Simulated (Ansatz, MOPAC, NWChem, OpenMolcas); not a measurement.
A ladder of methods for GaSiH4O (SMILES [SiH3][O][GaH])

The runs start from one conformer, not always the lowest.

GaSiH4O, doublet, SMILES `[SiH3][O][GaH]`. Each level relaxes the structure for itself.

Each level gives the highest harmonic wavenumber at each level's own minimum (cm⁻¹). The values are calculated.

```json
{"level": "PM6", "kind": "semi-empirical", "program": "MOPAC", "value (cm⁻¹)": "2157"}
{"level": "PM6-D3", "kind": "semi-empirical", "program": "MOPAC", "value (cm⁻¹)": "2158"}
{"level": "PM6-DH+", "kind": "semi-empirical", "program": "MOPAC", "value (cm⁻¹)": "2157"}
{"level": "PM6-DH2", "kind": "semi-empirical", "program": "MOPAC", "value (cm⁻¹)": "2156"}
{"level": "UHF/3-21G", "kind": "Hartree–Fock", "program": "OpenMolcas", "value (cm⁻¹)": "2295"}
{"level": "UHF/6-31G* (spherical functions)", "kind": "Hartree–Fock", "program": "NWChem", "value (cm⁻¹)": "2382"}
{"level": "UHF/6-31G* (Cartesian functions)", "kind": "Hartree–Fock", "program": "OpenMolcas", "value (cm⁻¹)": "2383"}
{"level": "UB3LYP/6-31G*/LANL2DZ (core potential, spherical functions)", "kind": "global hybrid", "program": "NWChem", "value (cm⁻¹)": "2244"}
{"level": "UPBE0-D4/def2-TZVP", "kind": "global hybrid", "program": "Ansatz", "value (cm⁻¹)": "2219"}
```

All-electron rows without a relativistic Hamiltonian named are non-relativistic, while core potentials hold scalar relativity, so basis and relativity change together. Harmonic and unscaled. The values span 2156 to 2383 cm⁻¹.
